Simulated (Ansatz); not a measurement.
`[OH][Zn][O][SiH3]` + H₂ → `[SiH3][O][ZnH]` + H₂O at 600 K and 1 bar (hydrogenolysis of a Zn–O bond).

Program: Ansatz. Geometries: PBE0-D4/def2-TZVP. ΔE: electronic, gas phase. CCSD(T)/CBS is the MP2 limit (def2-TZVPP, def2-QZVPP) plus CCSD(T) − MP2 in def2-TZVPP, frozen cores. This one scheme is used for every species. For Zn outer-core shells are correlated without core-valence functions, which leaves a few kJ/mol of doubt a bond. Scalar relativity is left out up to krypton. One conformer a species, not always the lowest.

| species | CCSD(T)/CBS energy (Eh) | H − E (kJ/mol) | S (J/(mol·K)) |
| --- | --- | --- | --- |
| `[OH][Zn][O][SiH3]` | -2220.29116 | 167.3 | 453.3 |
| H₂ | -1.17544 | 43.9 | 150.8 |
| `[SiH3][O][ZnH]` | -2145.08513 | 139.6 | 398.1 |
| H₂O | -76.37941 | 76.8 | 212.8 |

H − E and S are ideal-gas, rigid-rotor, harmonic terms from PBE0-D4/def2-TZVP, for one conformer and one mirror image of each species. The MP2-based limit puts H₂ 0.8 mEh under its directly extrapolated value; such offsets cancel only in part. 1 Eh = 2625.50 kJ/mol, R = 8.31446 J/(mol·K).

**Question.** By hand: ΔE, ΔH, ΔS and ΔG.

**Answer.** ΔE = (-2145.08513) + (-76.37941) − (-2220.29116) − (-1.17544) = 0.00206 Eh = 5.4 kJ/mol. Δ(H − E) = 139.6 + 76.8 − 167.3 − 43.9 = 5.2, so ΔH = 10.6 kJ/mol. ΔS = 398.1 + 212.8 − 453.3 − 150.8 = 6.8 J/(mol·K). ΔG = 10.6 − 600 × (6.8)/1000 = 6.5 kJ/mol.

**Question.** By hand: the equilibrium constant, and the temperature at which ΔG would vanish if ΔH and ΔS stayed fixed.

**Answer.** log₁₀ K = −ΔG/(RT ln 10) = -0.6. ΔG = 0 at ΔH/ΔS = 1559 K, though so small a ΔS makes that figure unsure.

TΔS isn't small against ΔH here. A doubt of 5 kJ/mol in ΔE shifts log₁₀ K by 0.4 here. Other conformers and mirror images would add mixing entropy, several J/(mol·K) or more a flexible species. Modes under 60 cm⁻¹, often nearly free rotors, make the harmonic entropy too high. These are equilibria of isolated gas molecules and say nothing of rates. Largest T1 diagnostic: 0.016 (customary marks: 0.02 for closed shells, 0.045 for open ones).
